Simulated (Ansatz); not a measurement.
This geometry of C2H4OSi (8 atoms, charge 0, multiplicity 1) is a first-order saddle point.

Level of theory: RKS BHLYP-D4/6-31G* (Ansatz).

```xyz
8
Properties=species:S:1:pos:R:3
O 1.792 -1.896 0.998
C 1.340 -0.898 0.634
C 0.791 0.211 0.213
Si -0.953 0.318 -0.404
H 1.413 1.092 0.237
H -1.181 1.727 -0.774
H -1.179 -0.536 -1.587
H -1.932 -0.076 0.629
```

Task: Which two structures does it join? (They come from a converged band through this point; their orientation in space is the band's.)

Result: No bond is made or broken. The dihedral C2–C3–Si4–H6 goes from 119 to -120°. The two ends are copies of one structure, up to a mirror image or an exchange of like atoms.

Initial state:

```xyz
8
Properties=species:S:1:pos:R:3
O 1.446 -1.278 1.955
C 1.190 -0.648 1.021
C 0.865 0.058 -0.029
Si -0.906 0.286 -0.510
H 1.676 0.494 -0.590
H -1.285 1.713 -0.483
H -1.154 -0.224 -1.872
H -1.741 -0.458 0.452
```

Final state:

```xyz
8
Properties=species:S:1:pos:R:3
O 2.182 -1.680 -0.132
C 1.488 -0.810 0.178
C 0.677 0.161 0.504
Si -0.981 0.327 -0.297
H 1.027 0.851 1.257
H -1.103 1.617 -1.004
H -1.134 -0.776 -1.265
H -2.064 0.253 0.704
```

Task: How far does it lie above each of them?

Result: 4.5 kJ/mol above the first and 4.5 kJ/mol above the second. This is the barrier of this one path; another mechanism may lie lower.

The run took 91 s on 1 thread of Intel(R) Xeon(R) 6975P-C (Granite Rapids), with other jobs on the host, peak memory 0.15 GiB.
